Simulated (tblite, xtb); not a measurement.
C$_{4}$H$_{11}$In, charge +1, doublet, at a GFN2-xTB geometry (such geometries of metal compounds can be far from the true shape) (a state made from the parent by changing its charge; the spin is typed, not shown lowest). Base run: xtb 6.7.1 with GFN1-xTB.

Geometry (Å):
```xyz
16

In    -0.0298     0.4404     0.1701
C      1.4827     1.0701    -1.4000
H      2.3686     0.4466    -1.2955
H      1.7201     2.1162    -1.2147
H      1.0289     0.9453    -2.3814
C     -1.4020     0.8502     1.9427
H     -2.3714     0.4025     1.7290
H     -1.4808     1.9312     2.0495
H     -0.9490     0.4018     2.8255
C     -0.4592    -2.0350    -0.2337
C      0.4997    -2.4786    -1.2589
H     -1.5000    -1.9643    -0.5317
H     -0.3013    -2.3899     0.7794
H      1.5354    -2.4085    -0.9211
H      0.3671    -1.9569    -2.2093
H      0.3133    -3.5430    -1.4663
```
Charge +1, spin multiplicity 2.
All else is at xtb's defaults.
Base energy -15.38185 Eh.

Programs used: tblite, xtb; a row that names a program was run with it.

The base run was repeated with changes; each row names its change, and settings that it needs were set with it.

```csv
change,ΔE vs base (kcal/mol),G_solv (kcal/mol),SCF cycles
base,0.000,-,10
acc = 0.1,0.000,-,12
program = tblite; method = gfn1; option = --grad,0.000,-,-
gbsa = acetonitrile,-47.86,-47.98,9
acc = 30,0.000,-,8
"program = tblite; method = gfn1; option = (--guess, eeq)",0.000,-,-
program = tblite; method = gfn1,0.000,-,-
alpb = toluene,-32.77,-32.80,10
acc = 0.0001,0.000,-,15
"program = tblite; method = gfn1; option = (--efield, 0,0,0.1)",0.028,-,-
alpb = water,-41.86,-42.06,10
alpb = chcl3,-41.02,-41.09,9
alpb = cs2,-31.74,-31.78,10
```

ALPB and GBSA are two models with their own fitted parameters for each solvent, which aren't always the measured dielectric constant.
